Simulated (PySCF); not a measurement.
## A small calculation by hand: oscillator strength and radiative lifetime

PbH2, SMILES [PbH2] (connectivity only; charge and spin as stated), neutral, multiplicity 1.

Geometry: B3LYP-D3(BJ)/def2-TZVPD. The def2 effective core potentials stand for the cores of Pb; spin–orbit coupling is left out.

PySCF 2.14.0 with TDA-CAM-B3LYP/def2-TZVPD puts the first singlet state with f over 0.02 at 5.72 eV (vertical), with the transition dipole (0.000, 0.000, 1.296) in atomic units.

### Question
Find the oscillator strength, the wavelength and the radiative lifetime that this transition would have in vacuum if emission retraced absorption.

### Answer

|μ|² = 1.6796 au, so |μ| = 3.29 D. ΔE = 5.72/27.211 = 0.2102 hartree. f = (2/3) ΔE |μ|² = 0.235 (the program prints 0.235).
λ = 1239.84/5.72 = 217 nm; ν = 46135 cm⁻¹.
Einstein's coefficient A = 0.6670 ν² f s⁻¹ (ν in cm⁻¹) = 3.3e8 s⁻¹, so τ = 1/A = 3.0 ns. This state is S3; the lower singlets have f = 0.009, 0.000. The figure is the radiative limit of this one transition; relaxation, internal conversion, crossing to triplets and a medium change what is measured.
